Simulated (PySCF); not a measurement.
**Fine-structure interval along the 17-electron series**

Calculated with PySCF 2.14 and a two-component X2C-1e Hamiltonian (Gaussian nucleus, no Breit or QED terms), each ion in its own even-tempered basis scaled to its charge; GMP2 freezes 1s2 and drops the highest virtual spinors. Values in cm⁻¹.

```csv
ion,configuration,GHF (screened spin-orbit),GMP2 (screened spin-orbit),GHF (bare spin-orbit)
Xe³⁷⁺,[Ne] 3s2 3p5,638760,640000,664650
Ba³⁹⁺,[Ne] 3s2 3p5,758610,759840,788330
```

Fill in the row of Cs³⁸⁺.

configuration: [Ne] 3s2 3p5; GHF (screened spin-orbit): 696720; GMP2 (screened spin-orbit): 697950; GHF (bare spin-orbit): 724470.
